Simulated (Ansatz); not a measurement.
Molecule: CH$_{3}$, net charge 0, doublet state. 
Structure (B3LYP-D3(BJ)/def2-TZVP (Ansatz, a first-principles code) minimum search):
```
C
H 1 1.0789
H 1 1.0789 2 120.00
H 1 1.0789 2 120.00 3 -180.00
```
Charge 0, spin multiplicity 2.

Basis-set convergence of Hartree-Fock and CCSD(T) correlation energies (hartree) with Ansatz. Correlated levels leave the core frozen unless marked. UHF or UKS for open shells. Spin-orbit coupling is left out. Non-relativistic.

| basis | functions | E(HF) | E(corr, CCSD(T)) |
|---|---|---|---|
| def2-SVPD | 44 | -39.53404 | -0.15849 |
| def2-TZVPPD | 88 | -39.57879 | -0.18368 |
| def2-QZVPPD | 162 | -39.58081 | -0.19197 |

Extrapolating the two largest sets (X = 3 and 4) as X^-3: E(corr) = (64·(-0.19197) - 27·(-0.18368))/37 = -0.1980 Eh, an estimate of the basis-set limit. The largest set recovers 96.9 % of it, the smallest 80.0 %.
